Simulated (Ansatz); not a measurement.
Stepwise reaction of `C[B](C)[GeH3]` with hydrogen chloride, as a gas-phase model of exchange steps in deposition or etching. ΔE in kJ/mol.

Computed with Ansatz on PBE0-D4/def2-TZVP structures; ΔE is electronic, products minus reactants. CBS: MP2 limit from def2 TZ/QZ plus the TZ coupled-cluster correction, frozen cores. This one scheme is used for every species. Functionals use def2-TZVPP. B3LYP here is the variant with VWN-RPA as its local correlation; programs differ in this. For Ge outer-core shells are correlated without core-valence functions, which leaves a few kJ/mol of doubt a bond. Scalar relativity is left out up to krypton.

| step | reaction | PBE-D4 | B3LYP-D4 | ωB97M-V | CCSD(T)/CBS |
| --- | --- | --- | --- | --- | --- |
| 2 | `C[B](Cl)[GeH3]` + HCl → `Cl[B](Cl)[GeH3]` + CH₄ | -86.6 | -86.1 | -84.2 | -83.5 |

Problem. Give the row of step 1, `C[B](C)[GeH3]` + HCl → `C[B](Cl)[GeH3]` + CH₄. (An estimate is asked.)

Solution. The calculation gave: 
```json
{"step": "1", "reaction": "`C[B](C)[GeH3]` + HCl → `C[B](Cl)[GeH3]` + CH₄", "PBE-D4": "-100.3", "B3LYP-D4": "-100.9", "ωB97M-V": "-99.3", "CCSD(T)/CBS": "-98.6"}
```

Problem. By hand: ΔE of the 2 steps together at CCSD(T)/CBS.

Solution. (-98.6) + (-83.5) = -182.1 kJ/mol, or -91.0 kJ/mol a step.

In ΔE each step is higher than the one before. All are downhill at CCSD(T)/CBS. PBE-D4 differs from CCSD(T)/CBS by -3.1 to -1.7 kJ/mol a step. Isolated molecules leave out the surface, adducts and barriers. Largest T1 diagnostic: 0.013.
